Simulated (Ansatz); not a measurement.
Molecule: sum formula AlH2Cl, net charge 0, singlet state. 
Structure (B3LYP-D3(BJ)/def2-TZVP (Ansatz, a quantum-chemistry and plane-wave program) minimum search):
SMILES: [AlH2][Cl]
```xyz
4

Al    -1.0716     0.0611     0.0164
Cl     1.0308    -0.0588    -0.0157
H     -1.7170     1.4915     0.0236
H     -1.8753    -1.2866     0.0312
```
Charge 0, spin multiplicity 1.

Basis-set convergence of Hartree-Fock and CCSD correlation energies (hartree) with Ansatz. Cores are frozen in the correlated levels unless marked. Spin-orbit coupling is left out. Non-relativistic.

```tsv
basis	functions	E(HF)	E(corr, CCSD)
def2-SVPD	67	-702.42826	-0.24354
def2-TZVPPD	133	-702.66315	-0.30449
def2-QZVPPD	221	-702.68276	-0.32697
```

Extrapolating the two largest sets (X = 3 and 4) as X^-3: E(corr) = (64·(-0.32697) - 27·(-0.30449))/37 = -0.3434 Eh, an estimate of the basis-set limit. The largest set recovers 95.2 % of it, the smallest 70.9 %.
